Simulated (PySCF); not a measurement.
C5H7F. Atoms are numbered in the order given.

```xyz
13

C      1.7440     0.8157     0.5438
C      0.4755     0.6170     0.2052
C     -0.8772     1.0201     0.7717
C     -1.4456    -0.2933     0.1622
C     -0.1923    -0.3654    -0.7331
F      0.4053    -1.5890    -0.8948
H      2.0199     1.5034     1.3495
H      2.5477     0.2789     0.0303
H     -0.9426     1.1442     1.8628
H     -1.2861     1.9216     0.2869
H     -1.4179    -1.1162     0.8915
H     -2.4276    -0.2618    -0.3311
H     -0.3674     0.0659    -1.7357
```

Coordinates come from a ωB97X-D3(BJ)/def2-SVP optimisation. The structure was generated by enumeration; whether it is a known compound was not checked.

Calculation: SMD-ωB97X/def2-SVP run with PySCF.

Solvation free energies are E(SMD) − E(gas) at the gas-phase geometry, for 1 M in both phases. In vacuum the dipole moment is 1.76 D.

### Question
Estimate the solvation free energies in water, ethanol, diethylether. (An estimate is asked for; the answer gives what the named calculation found.)

### Answer

```csv
solvent,ΔG(solv) (kcal/mol),its non-electrostatic (CDS) part,dipole (D)
water,-0.3,3.6,2.27
ethanol,-4.3,-0.5,2.25
diethylether,-4.4,-1.7,2.10
```
